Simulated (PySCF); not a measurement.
**Fe²⁺: excitation energy**

Fe²⁺ [Ar] 3d6 (5D) → Fe²⁺ [Ar] 3d5 4s1 (7S), as a difference of total energies. All numbers are calculated (PySCF 2.14, scalar relativity by spin-free X2C-1e, in x2c-QZVPPall (11s7p5d4f2g, 103 functions)). Correlated levels: valence: [Ar] frozen; valence and next inner shell: [Ne] frozen. The calculations carry no spin-orbit coupling.

| method | excitation energy (eV) |
| --- | --- |
| UHF | 2.266 |
| LDA | 3.856 |
| PBE | 3.896 |
| PBE0 | 3.737 |
| r2SCAN | 3.475 |
| BHandHLYP | 3.699 |
| TPSS | 4.150 |
| wB97X | 4.377 |
| B97-3 | 4.111 |
| MP2 (valence) | 3.462 |
| SCS-MP2 (valence) | 3.963 |
| MP2 (valence and next inner shell) | 3.542 |
| SCS-MP2 (valence and next inner shell) | 3.797 |

Problem. How much does correlation contribute at MP2 (valence and next inner shell)?

Solution. 3.542 − (2.266) = 1.276 eV, measured against UHF.

A first-order spin-orbit estimate (lowest level to lowest level, LS coupling) adds 0.060 eV.

The basis was made for the ground configuration and has no added diffuse functions, so the excitation energy can come out too high.
